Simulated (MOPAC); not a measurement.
MOPAC input (PM6):

```
PM6 FORCE THERMO(298,298) PRECISE LET UHF MS=0.5 GEO-OK AUX(PRECISION=9) THREADS=1
C2H7Si

C    -1.50306490 1   -0.66215551 1   -0.30607697 1
C    -0.64277252 1    0.55740402 1    0.00929862 1
Si    1.18227326 1    0.15133118 1    0.17913126 1
H    -1.22517102 1   -1.13840049 1   -1.25656318 1
H    -1.45121936 1   -1.42806736 1    0.48016010 1
H    -2.56022629 1   -0.37403013 1   -0.39561807 1
H    -0.78096333 1    1.33296328 1   -0.77922088 1
H    -1.00518431 1    1.04563903 1    0.94347793 1
H     1.79765682 1   -0.35524711 1   -1.07668813 1
H     1.48584131 1   -0.75485972 1    1.31886657 1
```

From the output:

```
     H   10   0.040915   0.018134   0.193418   2.492468

          HEAT OF FORMATION =      28.143878 KCALS/MOLE

          ZERO POINT ENERGY      45.805 KCAL/MOL

           NORMAL COORDINATE ANALYSIS (Total motion = 1 Angstrom)

   Root No.       1         2         3         4         5         6         7         8

                 1 A"      2 A"      1 A'      3 A"      2 A'      3 A'      4 A"      4 A'

                  99.3     136.7     211.6     481.2     655.0     712.3     723.3     861.8

           1    0.0000   -0.0000    0.0492   -0.0000    0.0291    0.0164    0.0000    0.0041
           2   -0.0000   -0.0000    0.0776    0.0000    0.0133    0.0182   -0.0000    0.0008
           3    0.0172    0.0127    0.0000   -0.0066   -0.0000    0.0000    0.0035   -0.0000
           4    0.0000    0.0000    0.0511   -0.0000    0.0113    0.0059    0.0000   -0.0012
           5    0.0000    0.0000   -0.0518   -0.0000    0.0290    0.0963   -0.0000    0.0041
           6   -0.0141   -0.0351   -0.0000    0.0174    0.0000    0.0000    0.0575   -0.0000
           7   -0.0000   -0.0000   -0.0408    0.0000   -0.0467   -0.0044   -0.0000    0.0052
           8    0.0000   -0.0000   -0.0149   -0.0000   -0.0279   -0.0468    0.0000   -0.0285
           9    0.0058    0.0125   -0.0000    0.0108    0.0000   -0.0000   -0.0203    0.0000
          10    0.0220    0.0199    0.0872   -0.0188    0.0181   -0.0370   -0.0683    0.0017
          11   -0.1063    0.1664    0.1097    0.0106    0.0032   -0.0282    0.0025    0.0024
          12    0.0865   -0.0698    0.0022   -0.0222    0.0023   -0.0005   -0.0335   -0.0008
          13   -0.0220   -0.0199    0.0872    0.0188    0.0181   -0.0370    0.0683    0.0017
          14    0.1063   -0.1664    0.1097   -0.0106    0.0032   -0.0282   -0.0025    0.0024
          15    0.0865   -0.0698   -0.0022   -0.0222   -0.0023    0.0005   -0.0335    0.0008
          16    0.0000   -0.0000   -0.0405   -0.0000    0.0417    0.1367    0.0000    0.0074
          17    0.0000   -0.0000    0.1113    0.0000    0.0069   -0.0307   -0.0000   -0.0008
          18   -0.0975    0.2180   -0.0000   -0.0035   -0.0000    0.0000   -0.0287   -0.0000
          19    0.0162    0.0269    0.0211    0.0013    0.0536    0.0355    0.0177    0.0111
          20   -0.0192   -0.0222   -0.0686   -0.1709    0.0505    0.1193   -0.1758    0.0090
          21   -0.0334   -0.0602   -0.0028   -0.1060    0.0030    0.0144   -0.0802    0.0012
          22   -0.0162   -0.0269    0.0211   -0.0013    0.0536    0.0355   -0.0177    0.0111
          23    0.0192    0.0222   -0.0686    0.1709    0.0505    0.1193    0.1758    0.0090
          24   -0.0334   -0.0602    0.0028   -0.1060   -0.0030   -0.0144   -0.0802   -0.0012
          25   -0.2139   -0.1075   -0.1171    0.1285    0.3178   -0.1385   -0.0924   -0.1059
          26    0.0841    0.0081   -0.0431    0.1957    0.0786   -0.1057   -0.1409    0.3567
          27   -0.1036   -0.0204   -0.0009   -0.0845    0.0174   -0.0004    0.0470   -0.2706
          28    0.2139    0.1075   -0.1171   -0.1285    0.3178   -0.1385    0.0924   -0.1059
          29   -0.0841   -0.0081   -0.0431   -0.1957    0.0786   -0.1057    0.1409    0.3567
          30   -0.1036   -0.0204    0.0009   -0.0845   -0.0174    0.0004    0.0470    0.2706

   Root No.       9        10        11        12        13        14        15        16

                 5 A"      5 A'      6 A"      6 A'      7 A'      8 A'      9 A'      7 A"

                 927.1     990.2    1124.4    1139.4    1187.5    1250.2    1262.3    1266.8

           1   -0.0000    0.0046   -0.0000    0.1220   -0.0249    0.0184    0.0101    0.0000
           2    0.0000    0.0427   -0.0000   -0.0217   -0.0326    0.0240   -0.0276   -0.0000
           3    0.0232   -0.0000    0.0584   -0.0000   -0.0000    0.0000    0.0000   -0.0318
           4   -0.0000    0.0090    0.0000   -0.1106    0.0490   -0.0647   -0.0181    0.0000
           5    0.0000   -0.0132    0.0000    0.0238    0.0791   -0.0015   -0.0089    0.0000
           6   -0.0044   -0.0000   -0.0465   -0.0000    0.0000   -0.0000   -0.0000   -0.0063
           7    0.0000   -0.0010   -0.0000    0.0001   -0.0050    0.0038    0.0004   -0.0000
           8   -0.0000    0.0043    0.0000    0.0023   -0.0065    0.0024    0.0015    0.0000
           9    0.0038    0.0000   -0.0006    0.0000    0.0000   -0.0000   -0.0000   -0.0001
          10   -0.1727   -0.1181   -0.1767    0.1439    0.0427   -0.0217   -0.0931   -0.1562
          11   -0.0010   -0.0977    0.0137    0.0139    0.0529   -0.0763    0.2438   -0.2151
          12   -0.0747    0.0074   -0.0522    0.0093   -0.0125    0.0383   -0.1877    0.0327
          13    0.1727   -0.1181    0.1767    0.1439    0.0427   -0.0217   -0.0931    0.1562
          14    0.0010   -0.0977   -0.0137    0.0139    0.0529   -0.0763    0.2438    0.2151
          15   -0.0747   -0.0074   -0.0522   -0.0093    0.0125   -0.0383    0.1877    0.0327
          16    0.0000    0.2662    0.0000    0.0093   -0.1075   -0.0047    0.1632   -0.0000
          17    0.0000   -0.0762   -0.0000    0.0113    0.0179    0.0185   -0.0689   -0.0000
          18   -0.0893    0.0000   -0.0855   -0.0000   -0.0000    0.0000    0.0000    0.3928
          19    0.2035   -0.1002   -0.2120   -0.2067   -0.0706    0.2610    0.0523   -0.0152
          20    0.0883   -0.1143   -0.0350   -0.0612   -0.2470   -0.0932   -0.0128    0.0010
          21   -0.0381   -0.0187    0.0339    0.0052   -0.1477   -0.1900   -0.0298   -0.0005
          22   -0.2035   -0.1002    0.2120   -0.2067   -0.0706    0.2610    0.0523    0.0152
          23   -0.0883   -0.1143    0.0350   -0.0612   -0.2470   -0.0932   -0.0128   -0.0010
          24   -0.0381    0.0187    0.0339   -0.0052    0.1477    0.1900    0.0298   -0.0005
          25    0.0126    0.0180    0.0018   -0.0117    0.0073   -0.0147    0.0006    0.0011
          26    0.0222    0.0147   -0.0000   -0.0033   -0.0010   -0.0071   -0.0009    0.0006
          27   -0.0068   -0.0005   -0.0012    0.0031   -0.0051    0.0033    0.0026   -0.0006
          28   -0.0126    0.0180   -0.0018   -0.0117    0.0073   -0.0147    0.0006   -0.0011
          29   -0.0222    0.0147    0.0000   -0.0033   -0.0010   -0.0071   -0.0009   -0.0006
          30   -0.0068    0.0005   -0.0012   -0.0031    0.0051   -0.0033   -0.0026   -0.0006

   Root No.      17        18        19        20        21        22        23        24

                10 A'     11 A'      8 A"      9 A"     12 A'     10 A"     13 A'     14 A'

                1338.6    2063.8    2090.4    2647.5    2682.8    2691.0    2718.5    2779.2

           1   -0.0573   -0.0002   -0.0000   -0.0000    0.0011    0.0000    0.0027   -0.0237
           2    0.0008   -0.0003    0.0000   -0.0000   -0.0410    0.0000   -0.0108   -0.0009
           3   -0.0000    0.0000    0.0001    0.0105    0.0000   -0.0440   -0.0000   -0.0000
           4   -0.0130    0.0015   -0.0000    0.0000   -0.0040    0.0000    0.0188   -0.0051
           5   -0.0053    0.0027   -0.0000    0.0000    0.0032    0.0000   -0.0282    0.0014
           6   -0.0000   -0.0000   -0.0001   -0.0432   -0.0000   -0.0133    0.0000    0.0000
           7    0.0000    0.0064    0.0000    0.0000    0.0002   -0.0000   -0.0003   -0.0002
           8    0.0008   -0.0192   -0.0000   -0.0000    0.0005    0.0000   -0.0017   -0.0001
           9    0.0000    0.0000   -0.0283   -0.0006    0.0000   -0.0002   -0.0000   -0.0000
          10    0.2567    0.0001   -0.0004    0.0406   -0.0845   -0.1499   -0.0128    0.1139
          11    0.0700    0.0004   -0.0002   -0.0479    0.0736    0.1687    0.0072   -0.1389
          12    0.1021    0.0005   -0.0001   -0.0796    0.1733    0.2819    0.0218   -0.2492
          13    0.2567    0.0001    0.0004   -0.0406   -0.0845    0.1499   -0.0128    0.1139
          14    0.0700    0.0004    0.0002    0.0479    0.0736   -0.1687    0.0072   -0.1389
          15   -0.1021   -0.0005   -0.0001   -0.0796   -0.1733    0.2819   -0.0218    0.2492
          16    0.2712   -0.0015   -0.0000   -0.0000    0.1495    0.0000    0.0418    0.1055
          17   -0.1135    0.0001    0.0000    0.0000    0.3628    0.0000    0.1037    0.2941
          18    0.0000   -0.0000    0.0002    0.0070    0.0000   -0.0231    0.0000    0.0000
          19    0.0257    0.0011   -0.0016    0.1323    0.0239    0.0369   -0.1327    0.0075
          20    0.0019   -0.0005   -0.0010   -0.1983   -0.0366   -0.0526    0.1948   -0.0106
          21   -0.0171    0.0015   -0.0017    0.2797    0.0594    0.0741   -0.3143    0.0171
          22    0.0257    0.0011    0.0016   -0.1323    0.0239   -0.0369   -0.1327    0.0075
          23    0.0019   -0.0005    0.0010    0.1983   -0.0366    0.0526    0.1948   -0.0106
          24    0.0171   -0.0015   -0.0017    0.2797   -0.0594    0.0741    0.3143   -0.0171
          25    0.0004   -0.0968   -0.1010    0.0001    0.0001    0.0002    0.0006   -0.0002
          26    0.0005    0.2533    0.2571    0.0004   -0.0002    0.0004    0.0013    0.0005
          27    0.0009    0.4019    0.3958    0.0003   -0.0001   -0.0000    0.0008    0.0001
          28    0.0004   -0.0968    0.1010   -0.0001    0.0001   -0.0002    0.0006   -0.0002
          29    0.0005    0.2534   -0.2571   -0.0004   -0.0002   -0.0004    0.0013    0.0005
          30   -0.0009   -0.4019    0.3958    0.0003    0.0001   -0.0000   -0.0008   -0.0001

           MASS-WEIGHTED COORDINATE ANALYSIS (NORMAL COORDINATES)

   Root No.       1         2         3         4         5         6         7         8

                 1 A"      2 A"      1 A'      3 A"      2 A'      3 A'      4 A"      4 A'

                  99.3     136.7     211.6     481.2     655.0     712.3     723.3     861.8

           1    0.0000   -0.0000    0.3045   -0.0000    0.1737    0.1042    0.0000    0.0210
           2   -0.0000   -0.0000    0.4804    0.0000    0.0794    0.1154   -0.0000    0.0040
           3    0.1378    0.1073    0.0000   -0.0492   -0.0000    0.0000    0.0268   -0.0000
           4    0.0000    0.0000    0.3162   -0.0000    0.0672    0.0376    0.0000   -0.0060
           5    0.0000    0.0000   -0.3208   -0.0000    0.1734    0.6112   -0.0000    0.0213
           6   -0.1133   -0.2957   -0.0000    0.1295    0.0000    0.0000    0.4439   -0.0000
           7   -0.0000   -0.0000   -0.3862    0.0000   -0.4263   -0.0429   -0.0000    0.0408
           8    0.0000   -0.0000   -0.1408   -0.0000   -0.2543   -0.4542    0.0000   -0.2248
           9    0.0712    0.1615   -0.0000    0.1231    0.0000   -0.0000   -0.2391    0.0000
          10    0.0511    0.0485    0.1563   -0.0406    0.0312   -0.0680   -0.1528    0.0026
          11   -0.2469    0.4058    0.1967    0.0228    0.0056   -0.0519    0.0056    0.0037
          12    0.2009   -0.1702    0.0039   -0.0479    0.0039   -0.0009   -0.0749   -0.0012
          13   -0.0511   -0.0485    0.1563    0.0406    0.0312   -0.0680    0.1528    0.0026
          14    0.2469   -0.4058    0.1967   -0.0228    0.0056   -0.0519   -0.0056    0.0037
          15    0.2009   -0.1703   -0.0039   -0.0479   -0.0040    0.0009   -0.0749    0.0012
          16    0.0000   -0.0000   -0.0726   -0.0000    0.0721    0.2514    0.0000    0.0111
          17    0.0000   -0.0000    0.1995    0.0000    0.0120   -0.0565   -0.0000   -0.0013
          18   -0.2264    0.5315   -0.0000   -0.0076   -0.0000    0.0000   -0.0641   -0.0000
          19    0.0376    0.0657    0.0378    0.0028    0.0926    0.0654    0.0395    0.0166
          20   -0.0446   -0.0542   -0.1230   -0.3693    0.0874    0.2194   -0.3932    0.0134
          21   -0.0775   -0.1467   -0.0050   -0.2290    0.0052    0.0265   -0.1794    0.0018
          22   -0.0376   -0.0657    0.0378   -0.0028    0.0926    0.0654   -0.0395    0.0166
          23    0.0446    0.0542   -0.1230    0.3693    0.0874    0.2194    0.3932    0.0134
```
